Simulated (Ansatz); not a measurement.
Cost and result for the atomization energy of CH6ClNSi2 (11 atoms, 10 bonds).

Cartesian coordinates in Å:
```
C 1.578 0.746 0.407
Si 0.409 -0.130 -0.747
N -1.083 -0.574 0.051
Si -2.632 0.025 -0.365
Cl -3.787 -1.012 1.066
H 2.502 1.011 -0.114
H 1.128 1.663 0.795
H 1.843 0.110 1.255
H 1.062 -1.351 -1.291
H -1.018 -1.238 0.814
H -0.001 0.752 -1.871
```

Total charge 0; spin multiplicity 1. The bonds changed during the relaxation, so this is another structure than the one it started from. All single points use the PBE0-D4/def2-TZVP geometry. Program: Ansatz. All runs use 4 threads of an Arm Neoverse V2 on a shared host. Times are those of one run each, without the atoms' runs, and a repeat can differ threefold. Electronic energies, without spin–orbit coupling; frozen cores. CCSD(T)/CBS adds CCSD(T) − MP2 in def2-TZVPP to the MP2 limit, and its time is that of the two runs behind it. T1 = 0.012. B3LYP takes the VWN-RPA correlation (the form of Gaussian; ORCA's B3LYP/G).

CCSD(T)/CBS is a level of theory with its own doubt, some kJ/mol a heavy atom from the limit and from the frozen cores, so smaller differences don't rank the functionals.

| level | functions | wall time |
| --- | --- | --- |
| PBE-D4/def2-TZVPP (with forces) | 272 | 3.1 s |
| PBE0-D4/def2-TZVPP | 272 | 4.3 s |
| r2SCAN-D4/def2-TZVPP (with forces) | 272 | 5.5 s |
| B2PLYP/def2-TZVPP | 272 | 6 s |
| B3LYP-D4/def2-TZVPP (with forces) | 272 | 7 s |
| ωB97X-V/def2-TZVPP | 272 | 9.5 s |
| ωB97M-V/def2-TZVPP (with forces) | 272 | 13 s |
| MP2/def2-QZVPP | 504 | 32 s |
| CCSD(T)/def2-TZVPP | 272 | 2.6 min |
| CCSD(T)/CBS(def2) | – | 3.1 min |

Q: What atomization energy does each give, and how far from CCSD(T)/CBS? (Best estimate.)

A: The calculation gave: 
| level | atomization (kJ/mol) | difference from CCSD(T)/CBS | per bond |
| --- | --- | --- | --- |
| PBE-D4/def2-TZVPP (with forces) | 3896.4 | 34.4 | 3.4 |
| PBE0-D4/def2-TZVPP | 3845.4 | -16.6 | -1.7 |
| r2SCAN-D4/def2-TZVPP (with forces) | 3852.7 | -9.3 | -0.9 |
| B2PLYP/def2-TZVPP | 3810.2 | -51.8 | -5.2 |
| B3LYP-D4/def2-TZVPP (with forces) | 3861.0 | -1.0 | -0.1 |
| ωB97X-V/def2-TZVPP | 3881.2 | 19.2 | 1.9 |
| ωB97M-V/def2-TZVPP (with forces) | 3888.0 | 26.0 | 2.6 |
| MP2/def2-QZVPP | 3857.7 | -4.3 | -0.4 |
| CCSD(T)/def2-TZVPP | 3746.1 | -115.9 | -11.6 |
| CCSD(T)/CBS(def2) | 3862.0 | 0.0 | 0.0 |

From PBE to PBE0 (25 % exact exchange), in def2-TZVPP and without D4, the atomization energy moves by −46.8 kJ/mol: exact exchange takes away binding that semilocal exchange gives to molecules. The D4 term adds +46.1 kJ/mol with B3LYP and +24.2 kJ/mol with PBE0; it sums over pairs of atoms, weighted by their polarisabilities, and B3LYP, whose exchange is more repulsive, gets the larger term. In def2-TZVPP, CCSD(T) changes the Hartree–Fock value by +925.3 kJ/mol (the triples alone add +55.6 kJ/mol) and MP2 by +967.6 kJ/mol; breaking electron pairs costs correlation energy, which Hartree–Fock lacks.
